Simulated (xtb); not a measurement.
xtb was given this input:
```
$ xtb mol.xyz --gfn 2 --uhf 2 --opt vtight --json

# file mol.xyz
3

Ge     0.03328864    -0.00244073     1.01968308
Br     1.00997536    -1.51955328    -0.50861914
Br    -1.01109432     1.52138010    -0.50487459
```

**Question.** What does this run give for the total energy at the end of the optimisation, dipole moment?

**Answer.** 
```
Item                                                 Value
-------------------------------------------  -------------
total energy at the end of the optimisation  -10.103095 Ha
dipole moment                                       3.33 D
```
